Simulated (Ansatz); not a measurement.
Born–Oppenheimer molecular dynamics of ClGaH₂ (4 atoms, charge 0, multiplicity 1). It starts at the highest image of a converged band, a first-order saddle point between two minima.

Theory: RKS r2SCAN/def2-mTZVP (Ansatz 0.2.0).

- ensemble: NVE (velocity Verlet)
- time step: 0.5 fs
- steps asked: 119
- starting velocities drawn for: 300 K
- seed: 9501

First frame:

```xyz
4
Properties=species:S:1:pos:R:3
Ga 0.242 0.000 -0.608
Cl 1.339 0.000 1.827
H 1.704 0.000 0.241
H -1.327 0.000 -0.330
```

Task: How far do the bonds stretch over the last three quarters of this one trajectory? (Pairs bonded in most of those frames.)

Result: 
| bond | mean (Å) | spread (Å) | shortest | longest |
| --- | --- | --- | --- | --- |
| Ga1–Cl2 | 2.404 | 0.231 | 1.95 | 2.66 |
| Ga1–H3 | 1.642 | 0.132 | 1.44 | 1.89 |
| Ga1–H4 | 1.586 | 0.060 | 1.50 | 1.72 |

Mean temperature of the second half: 5074 K. The conserved energy stayed within 0.39 meV per atom of its start (net change -0.017 meV per atom), so the integration is sound. The kinetic energy rose, since the run started high on the potential surface and went downhill. A run of 0.059 ps of so small a system gives no equilibrium averages. The orbitals stay closed-shell, which can raise the energy where a bond breaks towards radicals; this wasn't checked here.

Run time: 8.3 min on 1 thread of AMD EPYC 7R43 64-Core Processor (Zen 3), with other jobs on the host, peak memory 0.12 GiB.
